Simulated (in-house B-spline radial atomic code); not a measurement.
## LDA exchange-only excitations of the selenium ion Se⁶⁺

Method: LDA exchange-only. Computed with a B-spline radial code for spherical atoms: linear response of the closed shell [Ar] 3d10 with the functional's adiabatic kernel; non-relativistic, point nucleus, no spin-orbit coupling, no double excitations, S, P, D and F terms only. Only terms of natural parity with L up to 3 were computed.

Without relativity these are model numbers for so heavy an element.

Command:
```bash
python run_td.py task.json out
```
Settings (radii: box in bohr, nucleus in fm):
```
Z                        34
electrons                28
configuration            [Ar] 3d10
hamiltonian              nr
method                   lda,
box_radius               14.35
intervals                53
```

Cost of the run: 1 s on 1 thread of Arm Neoverse N1, on a shared host.

The lowest states, in the order of their Tamm-Dancoff energies; the method's threshold (minus the highest occupied level) is 138.86 eV. Labels give the largest channel, * marks a mixed state, and oscillator strengths are full-response dipole values. Semilocal kernels can invert the small singlet-triplet splittings of Rydberg terms. Energies in eV:

```json
{"state": "3d → 4s 3D", "full response": "51.38", "Tamm-Dancoff": "51.40", "oscillator strength": "-"}
{"state": "3d → 4s 1D", "full response": "52.20", "Tamm-Dancoff": "52.21", "oscillator strength": "-"}
{"state": "3d → 4p 3P", "full response": "65.29", "Tamm-Dancoff": "65.31", "oscillator strength": "-"}
{"state": "3d → 4p 3F", "full response": "?", "Tamm-Dancoff": "?", "oscillator strength": "-"}
{"state": "3d → 4p 1F", "full response": "66.27", "Tamm-Dancoff": "66.27", "oscillator strength": "-"}
{"state": "3d → 4p 1P", "full response": "67.38", "Tamm-Dancoff": "67.47", "oscillator strength": "0.539"}
{"state": "3d → 4d 3S", "full response": "86.71", "Tamm-Dancoff": "86.76", "oscillator strength": "-"}
{"state": "3d → 4d 3D", "full response": "88.03", "Tamm-Dancoff": "88.04", "oscillator strength": "-"}
{"state": "3d → 4d 1D", "full response": "88.82", "Tamm-Dancoff": "88.84", "oscillator strength": "-"}
{"state": "3d → 4d 1S", "full response": "93.94", "Tamm-Dancoff": "94.69", "oscillator strength": "-"}
{"state": "3d → 5s 3D", "full response": "96.95", "Tamm-Dancoff": "96.95", "oscillator strength": "-"}
{"state": "3d → 5s 1D", "full response": "97.15", "Tamm-Dancoff": "97.16", "oscillator strength": "-"}
{"state": "3d → 5p 3P", "full response": "102.04", "Tamm-Dancoff": "102.04", "oscillator strength": "-"}
{"state": "3d → 5p 3F", "full response": "102.14", "Tamm-Dancoff": "102.14", "oscillator strength": "-"}
{"state": "3d → 5p 1F", "full response": "?", "Tamm-Dancoff": "?", "oscillator strength": "-"}
{"state": "3d → 5p 1P", "full response": "102.60", "Tamm-Dancoff": "102.63", "oscillator strength": "0.0528"}
```

Question: Where does 3d → 5p 1F lie?

Answer: At 102.32 eV in full response, 102.32 eV in Tamm-Dancoff.

Question: Where does 3d → 4p 3F lie?

Answer: At 65.66 eV in full response, 65.67 eV in Tamm-Dancoff.

Question: How large is the singlet-triplet splitting of 3d → 4s (D terms) in Tamm-Dancoff?

Answer: 0.813 eV, from the unrounded values.

Question: What polarisabilities and dispersion coefficient does the method give?

Answer: Dipole 0.386 bohr³, quadrupole 0.3671 bohr⁵, C6 0.5667 hartree·bohr⁶ for two such species.
